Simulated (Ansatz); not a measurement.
Basis-set extrapolation for C3H9B (`CB(C)C`) (PBE0-D4/def2-TZVP geometry, frozen core, the Gaussian-basis code of Ansatz). Multiplicity 1, RHF reference.

```
                      def2-TZVPP   def2-QZVPP
                 HF  -143.599578  -143.606588
    MP2 correlation    -0.639066    -0.678773
CCSD(T) correlation    -0.716000      not run
```

Energies in hartree. Use E(X) = E(∞) + A·exp(−7.88·√X) for Hartree–Fock and E(X) = E(∞) + B·X^(−2.97) for correlation, with X = 3 and 4, and add CCSD(T) minus MP2 of the smaller set to the MP2 limit.

**Question.** What is the CCSD(T) energy at the basis-set limit?

**Answer.** HF limit: -143.606588 + (-0.007010) × 0.13774 = -143.60755. MP2 limit: -0.678773 + (-0.039707) × 0.74074 = -0.70819. Higher-order term: -0.716000 − (-0.639066) = -0.07693. Total: -144.39267 hartree, 202.4 kJ/mol below CCSD(T)/def2-TZVPP.
